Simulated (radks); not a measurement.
Results of a calculation; reference values are marked as such.
All-electron atom: Sc11+ in [Ne]. Code: a radial shooting solver on a logarithmic mesh with Libxc functionals. Model: scalar-relativistic Kohn-Sham, PBE, spin-polarised, spherical densities, finite nucleus; Fermi nuclear charge, rms radius 3.5459 fm.

Normalised radial functions P(r) = r R(r), r in bohr:

| r | 1s | 2s | 2p |
|---|---|---|---|
| 0.003336 | 0.6060 | 0.1800 | 0.0035 |
| 0.004668 | 0.8213 | 0.2438 | 0.0066 |
| 0.006531 | 1.1008 | 0.3264 | 0.0124 |
| 0.009213 | 1.4618 | 0.4323 | 0.0238 |
| 0.01289 | 1.8862 | 0.5550 | 0.0443 |
| 0.01804 | 2.3605 | 0.6875 | 0.0816 |
| 0.02525 | 2.8305 | 0.8074 | 0.1474 |
| 0.03533 | 3.1985 | 0.8717 | 0.2591 |
| 0.04943 | 3.3282 | 0.8140 | 0.4384 |
| 0.06917 | 3.0890 | 0.5545 | 0.7039 |
| 0.09758 | 2.4280 | 0.0238 | 1.0616 |
| 0.1365 | 1.5367 | -0.7058 | 1.4398 |
| 0.1911 | 0.7183 | -1.4275 | 1.7192 |
| 0.2674 | 0.2210 | -1.7996 | 1.7320 |
| 0.3741 | 0.0382 | -1.5937 | 1.3927 |
| 0.5236 | 0.0030 | -0.9647 | 0.8280 |
| 0.7326 | 0.0001 | -0.3638 | 0.3264 |
| 1.033 | 0.0000 | -0.0693 | 0.0692 |
| 1.446 | 0.0000 | -0.0056 | 0.0067 |
| 2.024 | 0.0000 | -0.0001 | 0.0002 |
| 2.832 | 0.0000 | 0.0000 | 0.0000 |

1s: eigenvalue -4679.3 eV, 0 radial nodes, <r> = 0.0730 bohr, 90 % of the charge inside 0.130 bohr. 2s: eigenvalue -736.36 eV, 1 radial node at r = 0.0988 bohr, <r> = 0.338 bohr, 90 % of the charge inside 0.525 bohr. 2p: eigenvalue -652.81 eV, 0 radial nodes, <r> = 0.301 bohr, 90 % of the charge inside 0.494 bohr.
